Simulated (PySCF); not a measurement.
Species: C5H7S2 (doublet state).
Geometry (GFN2-xTB, Å), atoms numbered from 1 in this order:
```
atom  x, y, z in Å
C1    -2.8403    0.0344   -0.1859
S2    -1.6810   -1.2054    0.4683
C3    -0.1623   -0.4777    0.0751
C4     1.0405   -1.1755   -0.0544
C5     2.1414   -0.4026   -0.2342
C6     1.8798    1.0632   -0.2342
S7     0.0835    1.2603    0.0165
H8    -2.6716    0.9807    0.3197
H9    -3.8390   -0.3350    0.0217
H10   -2.6875    0.1396   -1.2556
H11    1.0526   -2.2512   -0.0274
H12    3.1414   -0.7665   -0.3770
H13    2.3960    1.5891    0.5747
H14    2.1458    1.5462   -1.1792
```

The hyperfine couplings belong to this conformer and change with its torsions.

As a line formula: `C1[CH]CSC=1SC` [radical].

Level of theory: UKS B3LYP, pcH-1 on C H S, non-relativistic, mean-field spin-orbit, GIAO (PySCF 2.14.0). One conformer (not necessarily the lowest) at the GFN2-xTB geometry, without solvent, vibrations or thermal averaging. Couplings are sensitive to structure, and on GFN2-xTB geometries they can be far from those on DFT ones. The SCF solution wasn't tested for stability.

Largest spin populations (Mulliken): C5 (+0.50), C3 (+0.48), C4 (-0.19) and S7 (+0.11). The angles at C5 add up to 360.0°, so it is planar.

Q: Test a(H) = Q·ρ(C) for the protons on planar carbons with a spin population beyond ±0.08.

A: 
```tsv
H	C	ρ(C)	a(H) (G)	a/ρ (G)
H11	C4	-0.189	+3.00	-15.8
H12	C5	+0.502	-11.93	-23.8
```

A least-squares line through the origin gives Q = -22.8 G with Mulliken populations. In every row coupling and population have opposite signs. Where ρ is negative the coupling is positive.

Q: List the C–H protons on four-coordinate carbons next to a three-coordinate spin centre, with their couplings and θ (C–H bond against the normal to the plane of the centre's neighbours, projected along the bond that joins the two).

A: 
| β H | on | centre | θ (°) | cos²θ | a (G) |
| --- | --- | --- | --- | --- | --- |
| H13 | C6 | C5 | 28 | 0.78 | +34.28 |
| H14 | C6 | C5 | 29 | 0.77 | +29.17 |

Couplings in gauss use g_iso = 2.0052.

The run took 70 s wall on an Arm Neoverse V1 with one thread, on a shared host.
